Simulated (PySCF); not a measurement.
Vertical excitations of a molecule C2H5FO2Si from PySCF with TDA-PBE/def2-SVPD, as energy in eV (oscillator strength): 4.12 (0.004), 5.29 (0.000), 5.72 (0.061), 6.30 (0.005), 6.34 (0.002), 6.65 (0.014), 6.81 (0.006), 7.21 (0.016), 7.24 (0.101), 7.68 (0.024). Lowest triplet (TDA): 3.53 eV. The structure is a stationary point at B3LYP-D3(BJ)/def2-SVP. One conformer was computed; it need not be the lowest.

**Question.** Pick the molecule that these values belong to.
(A) O[SiH2]O/C=C\F
(B) C[Si]1(F)OCO1
(C) O=CC[Si@H](O)F
(D) C[Si@H](F)C(=O)O

**Answer.** C, O=CC[Si@H](O)F
